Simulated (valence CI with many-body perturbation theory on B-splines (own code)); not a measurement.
## Bi32+: calculated level list

Calculated by relativistic CI+MBPT: five valence electrons over a frozen Dirac-Fock core [Kr] 4d10, radial functions for each j: 7 s, 7 p, 7 d, 7 f, 4 g, 2 h, with the one-electron correlation potential Σ1, the two-electron term Σ2, the three-electron term Σ3, Breit, model QED; selected CI, second order for the rest, scaled by the run's own slope (own B-spline code, finite nucleus).

The last digits are not significant, and no measured levels were compared; by estimate large intervals hold to a few tenths of a per cent, small ones and those within an open d or f shell to about a per cent. Core correlation moves these levels by up to 6600 cm⁻¹, and in measured spectra 5 to 20 % of such shifts remained as error; rates that hang on mixing are uncertain with them. Among the levels kept, up to 710 cm⁻¹ of a level comes from second order outside the variational space, and about a tenth of that is noise between levels of different J, which matters for small intervals. Only levels of the ground parity were solved; by the run's estimate the other parity begins above the list, which can be wrong where configurations are misplaced.

Levels 46 to 53 of 53, with energies above the lowest level, (4f5/2^5) J=5/2. "Leading %" is the weight of the configuration and term that name the level; weights of strongly mixed levels are sums over their largest components and can fall short. In the jj column 3d3/2^4 stands for four electrons in 3d with j = 3/2.

```json
{"No.": "46", "Configuration": "4f5", "Term": "2H°", "J": "11/2", "E (eV)": "20.910", "Leading %": "40", "Second component": "20 % 4f5 4G°", "g": "1.076", "Leading jj": "4f5/2^3 4f7/2^2 (59 %)"}
{"No.": "47", "Configuration": "4f5", "Term": "4F°", "J": "7/2", "E (eV)": "20.924", "Leading %": "35", "Second component": "25 % 4f5 2G°", "g": "1.082", "Leading jj": "4f5/2^3 4f7/2^2 (51 %)"}
{"No.": "48", "Configuration": "4f5", "Term": "2K°", "J": "15/2", "E (eV)": "21.131", "Leading %": "37", "Second component": "28 % 4f5 4I°", "g": "1.071", "Leading jj": "4f5/2^3 4f7/2^2 (74 %)"}
{"No.": "49", "Configuration": "4f5", "Term": "6P°", "J": "7/2", "E (eV)": "21.136", "Leading %": "35", "Second component": "26 % 4f5 4D°", "g": "1.372", "Leading jj": "4f5/2^3 4f7/2^2 (42 %)"}
{"No.": "50", "Configuration": "4f5", "Term": "4F°", "J": "9/2", "E (eV)": "21.195", "Leading %": "34", "Second component": "20 % 4f5 4H°", "g": "1.065", "Leading jj": "4f5/2^3 4f7/2^2 (57 %)"}
{"No.": "51", "Configuration": "4f5", "Term": "4K°", "J": "17/2", "E (eV)": "21.628", "Leading %": "54", "Second component": "29 % 4f5 4M°", "g": "1.089", "Leading jj": "4f5/2^2 4f7/2^3 (95 %)"}
{"No.": "52", "Configuration": "4f5", "Term": "4G°", "J": "5/2", "E (eV)": "21.663", "Leading %": "36", "Second component": "30 % 4f5 4F°", "g": "0.940", "Leading jj": "4f5/2^2 4f7/2^3 (50 %)"}
{"No.": "53", "Configuration": "4f5", "Term": "4D°", "J": "3/2", "E (eV)": "21.722", "Leading %": "45", "Second component": "18 % 4f5 2P°", "g": "1.213", "Leading jj": "4f5/2^2 4f7/2^3 (61 %)"}
```

Where two levels of one J and parity lie close, their mixing, g and order are uncertain.
